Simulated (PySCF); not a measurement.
# Correlation energy of Fe (iron, neutral)

Starting occupation: [Ar] 3d7 4s1, 3d3/2 with m_j = +1/2, +3/2, 3d5/2 with m_j = -3/2, -1/2, +1/2, +3/2, +5/2, 4s1/2 with m_j = +1/2. Computed with PySCF 2.14 in x2c-SVPall-2c with one added diffuse shell each of s, d type (6s5p4d1f, 48 functions), with X2C-1e with screened-nucleus spin-orbit coupling, Gaussian nucleus. Frozen: [Ne]; 16 electrons correlated; the 6 highest virtual spinors left out.

MP2 pair energies summed by pair of shells (mhartree):

| pair | energy | share (%) |
| --- | --- | --- |
| 3d-3d | -149.86 | 43.6 |
| 3d-3p | -109.88 | 32.0 |
| 3p-3p | -49.18 | 14.3 |
| 3d-4s | -10.30 | 3.0 |
| 3d-3s | -9.64 | 2.8 |
| 3p-3s | -9.25 | 2.7 |
| 3p-4s | -3.20 | 0.9 |
| 3s-3s | -2.05 | 0.6 |
| 3s-4s | -0.22 | 0.1 |

Total MP2 correlation energy: -343.57 mhartree.

The GHF reference relaxed away from the jj start to a determinant that is no pure jj level (⟨S²⟩ = 6.00, ⟨J²⟩ = 30.01); the energies belong to that determinant.

This basis was not built for core-valence correlation, so the inner-shell part is incomplete.
